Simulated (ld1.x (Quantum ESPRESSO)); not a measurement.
# Fe (Z = 26): one change to a TM semilocal potential, before and after

ld1.x (Quantum ESPRESSO) 7.5 input, shortened:

```
&input
   title='Fe', zed=26., rel=1, dft='PBE', iswitch=3,
   config='[Ar] 3d7 4s1 4p0'
 /
 &inputp
   pseudotype=1, tm=.true., lloc=1,
   nlcc=.false.
 /
3
3S  1  0   2.00   0.00  0.80  0.80  0.0
3D  3  2   7.00   0.00  1.35  1.35  0.0
3P  2  1   6.00   0.00  0.75  0.75  0.0
 &test
   configts(1)='3s2 3p6 3d7 4s1 4p0'
 /
```

Occupied shells without a wave of their own: 4s. They enter only through the test configuration that unscreens the potential.

Change: all radii scaled by about 1.41 (s 1.14, p 1.06, d 1.90 bohr).

Cutoffs: the cutoffs (Ry, on a coarse ladder) from which the occupation-weighted sum of valence levels, in a spherical-Bessel basis at the reference potential, stays within 10 and 1 mRy of its value at 400 Ry; they do not see the model core or the augmentation charge, which bear on the density cutoff. Errors are all-electron minus pseudo energies relative to the spin-unpolarised reference configuration.

Question: What does the change do?

Answer: The miss of the reference levels goes from 0.04 to 0.33 eV; of the 7 tests that both files solve, the error grows in 7 and shrinks in 0 by more than 15 % and 0.3 meV (median size 21.8 → 231.2 meV); neither file shows a bound ghost. More of the atom is replaced by a form fitted at one configuration, so other configurations suffer. A semilocal file is local in each channel, so a ghost entry of none says nothing of the separable form that plane-wave codes build from it.

| quantity | base | changed |
| --- | --- | --- |
| cutoff, loose | 200 Ry | 110 Ry |
| cutoff, tight | over 300 Ry | 160 Ry |
| loose cutoff by channel (10 mRy a level) | s 180 Ry, d 110 Ry, p 100 Ry | s 60 Ry, d 70 Ry, p 55 Ry |
| bound ghosts | none | none |
| largest miss of a reference level, eV | 0.04 | 0.33 |
| error for 3s2 3p6 3d6 4s2 4p0, meV [ΔE 0.79 eV] | +43 | +429 |
| error for 3s2 3p6 3d6 4s1 4p0, meV [ΔE 9.52 eV] | -6.8 | -33 |
| error for 3s2 3p6 3d6 4s0 4p0, meV [ΔE 25.72 eV] | -90 | -801 |
| error for 3s2 3p6 3d6 4s0 4p1, meV [ΔE 14.57 eV] | -62 | -616 |
| error for 3s2 3p6 3d6 4s1.5 4p0, meV [ΔE 4.27 eV] | +22 | +231 |
| error for 3s2 3p6 3d6.5 4s1.5 4p0, meV [ΔE 0.06 eV] | +19 | +184 |
| error for 3s2 3p6 3d6 4s1 4p1, meV [ΔE 4.90 eV] | +0.6 | +3.1 |

Changed file: The 4s level has no wave, so the channel is fitted at the deeper level alone: the likely source of the large errors.
